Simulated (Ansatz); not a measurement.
`C[Se][GeH2][F]` + H₂S → `[F][GeH2][SH]` + `C[SeH]` at 500 K and 1 bar (ligand exchange at a Ge–Se bond).

Isolated molecules relaxed with PBE0-D4/def2-TZVP in Ansatz; ΔE leaves out vibrations. CBS: MP2 limit from def2 TZ/QZ plus the TZ coupled-cluster correction, frozen cores. This one scheme is used for every species. For Ge, Se outer-core shells are correlated without core-valence functions, which leaves a few kJ/mol of doubt a bond. Scalar relativity is left out up to krypton. One conformer a species, not always the lowest.

| species | CCSD(T)/CBS energy (Eh) | H − E (kJ/mol) | S (J/(mol·K)) |
| --- | --- | --- | --- |
| `C[Se][GeH2][F]` | -4617.72550 | 192.0 | 421.3 |
| H₂S | -398.97279 | 57.0 | 224.0 |
| `[F][GeH2][SH]` | -2575.53651 | 105.6 | 350.6 |
| `C[SeH]` | -2441.15625 | 142.1 | 299.3 |

H − E and S are ideal-gas, rigid-rotor, harmonic terms from PBE0-D4/def2-TZVP, for one conformer and one mirror image of each species. 1 Eh = 2625.50 kJ/mol, R = 8.31446 J/(mol·K).

By hand: ΔE, ΔH, ΔS and ΔG.

ΔE = (-2575.53651) + (-2441.15625) − (-4617.72550) − (-398.97279) = 0.00553 Eh = 14.5 kJ/mol. Δ(H − E) = 105.6 + 142.1 − 192.0 − 57.0 = -1.3, so ΔH = 13.2 kJ/mol. ΔS = 350.6 + 299.3 − 421.3 − 224.0 = 4.6 J/(mol·K). ΔG = 13.2 − 500 × (4.6)/1000 = 10.9 kJ/mol.

By hand: the equilibrium constant, and the temperature at which ΔG would vanish if ΔH and ΔS stayed fixed.

log₁₀ K = −ΔG/(RT ln 10) = -1.1. ΔG = 0 at ΔH/ΔS = 2870 K, far beyond where these terms or the molecules hold.

The number of gas molecules stays the same, so ΔS is small and ΔH decides. A doubt of 5 kJ/mol in ΔE shifts log₁₀ K by 0.5 here. Other conformers and mirror images would add mixing entropy, several J/(mol·K) or more a flexible species. Modes under 60 cm⁻¹, often nearly free rotors, make the harmonic entropy too high. These are equilibria of isolated gas molecules and say nothing of rates. Largest T1 diagnostic: 0.012 (customary marks: 0.02 for closed shells, 0.045 for open ones).
